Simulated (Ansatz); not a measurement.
Si(GeH3)2H2 (SiGe2H8), 11 atoms. Hardware: 2 threads of Arm Neoverse V2 on a shared host.

Correlated methods freeze 23 core orbitals; core or outer-core shells of Ge are correlated, in sets that lack core-valence functions.

Task: How many basis functions does each of these Ansatz runs have, and roughly what does it cost? LC-ωPBE (ω = 0.15 bohr⁻¹)/def2-TZVP, charge 1 doublet at the geometry of the charge 0 singlet, energy, from earlier orbitals; CAM-B3LYP-D4/def2-TZVP, charge 1 doublet at the geometry of the charge 0 singlet, energy, from earlier orbitals; PBE0-D4/def2-TZVP, charge 0 triplet at the geometry of the charge 0 singlet, energy; CAM-B3LYP-D4/def2-TZVP, charge 0 singlet, energy, from earlier orbitals; B3LYP-D4/def2-TZVP, charge 0 singlet, energy, from earlier orbitals; LC-ωPBE (ω = 0.30 bohr⁻¹)/def2-TZVP, charge 1 doublet at the geometry of the charge 0 singlet, energy, from earlier orbitals; LC-ωPBE (ω = 0.20 bohr⁻¹)/def2-TZVP, charge 0 singlet, energy, from earlier orbitals; HF/def2-TZVP, charge 0 singlet, energy, from earlier orbitals; BLYP-D4/def2-TZVP, charge 0 singlet, energy, from earlier orbitals; PBE-D4/def2-TZVP, charge 1 doublet at the geometry of the charge 0 singlet, energy, from earlier orbitals; CCSD(T)/def2-TZVP, charge 0 singlet, energy, from earlier orbitals; LC-ωPBE (ω = 0.10 bohr⁻¹)/def2-TZVP, charge 1 doublet at the geometry of the charge 0 singlet, energy, from earlier orbitals.

Result: Other jobs shared the machine, so times can vary by a factor of up to 3. A dash marks memory too small to be measured apart from the calling script's.

| run | functions | fitting or Cholesky vectors | wall time | peak host memory (GiB) |
| --- | --- | --- | --- | --- |
| HF/def2-TZVP, charge 0 singlet, energy, from earlier orbitals | 181 | 1590 | 2.5 s | – |
| BLYP-D4/def2-TZVP, charge 0 singlet, energy, from earlier orbitals | 181 | 1320 | 2.7 s | – |
| LC-ωPBE (ω = 0.20 bohr⁻¹)/def2-TZVP, charge 0 singlet, energy, from earlier orbitals | 181 | 1320 | 3.1 s | – |
| B3LYP-D4/def2-TZVP, charge 0 singlet, energy, from earlier orbitals | 181 | 1391 | 4 s | – |
| CAM-B3LYP-D4/def2-TZVP, charge 0 singlet, energy, from earlier orbitals | 181 | 1391 | 4.3 s | 0.6 |
| PBE-D4/def2-TZVP, charge 1 doublet at the geometry of the charge 0 singlet, energy, from earlier orbitals | 181 | 1320 | 5 s | – |
| LC-ωPBE (ω = 0.15 bohr⁻¹)/def2-TZVP, charge 1 doublet at the geometry of the charge 0 singlet, energy, from earlier orbitals | 181 | 1320 | 7 s | – |
| LC-ωPBE (ω = 0.10 bohr⁻¹)/def2-TZVP, charge 1 doublet at the geometry of the charge 0 singlet, energy, from earlier orbitals | 181 | 1320 | 9 s | – |
| LC-ωPBE (ω = 0.30 bohr⁻¹)/def2-TZVP, charge 1 doublet at the geometry of the charge 0 singlet, energy, from earlier orbitals | 181 | 1320 | 10 s | – |
| CAM-B3LYP-D4/def2-TZVP, charge 1 doublet at the geometry of the charge 0 singlet, energy, from earlier orbitals | 181 | 1391 | 10 s | 0.86 |
| PBE0-D4/def2-TZVP, charge 0 triplet at the geometry of the charge 0 singlet, energy | 181 | 1422 | 13 s | 0.76 |
| CCSD(T)/def2-TZVP, charge 0 singlet, energy, from earlier orbitals | 181 | 1264 | 82 s | 1.8 |
